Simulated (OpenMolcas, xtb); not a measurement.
## A ladder of methods for CH5GaO2 (SMILES [CH3][Ga]([OH])[OH])

CH5GaO2 has 9 atoms, charge 0, and is taken as a singlet. As SMILES, `[CH3][Ga]([OH])[OH]`. The shape is that of a PBE0-D4/def2-TZVP optimisation. This is one conformer, not always the lowest.

```xyz
9

C     0.1395    0.7406   -1.3856
Ga   -0.0223   -0.1804    0.3149
O     0.2379   -1.9475    0.4432
O    -0.4357    0.7068    1.8148
H     0.2598    0.0245   -2.1979
H     1.0053    1.4049   -1.3681
H    -0.7466    1.3499   -1.5688
H     0.1412   -2.3145    1.3236
H    -0.4907    0.1696    2.6070
```

Each level gives the dipole moment (D). The values are calculated.

```json
{"level": "GFN1-xTB", "kind": "semi-empirical", "program": "xtb", "value (D)": "1.53", "CPU time": "under 2 s"}
{"level": "HF/cc-pVDZ", "kind": "Hartree–Fock", "program": "OpenMolcas", "value (D)": "0.77", "CPU time": "16 s"}
{"level": "SVWN5/cc-pVDZ", "kind": "LDA", "program": "OpenMolcas", "value (D)": "0.82", "CPU time": "43 s"}
{"level": "BLYP/cc-pVDZ", "kind": "GGA", "program": "OpenMolcas", "value (D)": "0.77", "CPU time": "59 s"}
{"level": "PBE/cc-pVDZ", "kind": "GGA", "program": "OpenMolcas", "value (D)": "0.77", "CPU time": "65 s"}
{"level": "M06-L/cc-pVDZ", "kind": "meta-GGA", "program": "OpenMolcas", "value (D)": "0.71", "CPU time": "72 s"}
{"level": "PBE0/cc-pVDZ", "kind": "global hybrid", "program": "OpenMolcas", "value (D)": "0.73", "CPU time": "54 s"}
```

All-electron rows without a relativistic Hamiltonian named are non-relativistic. The values span 0.71 to 1.53 D. Magnitudes only. Times are those of the runs behind each value, whatever else they computed, on shared processors of several kinds: orders of magnitude only.
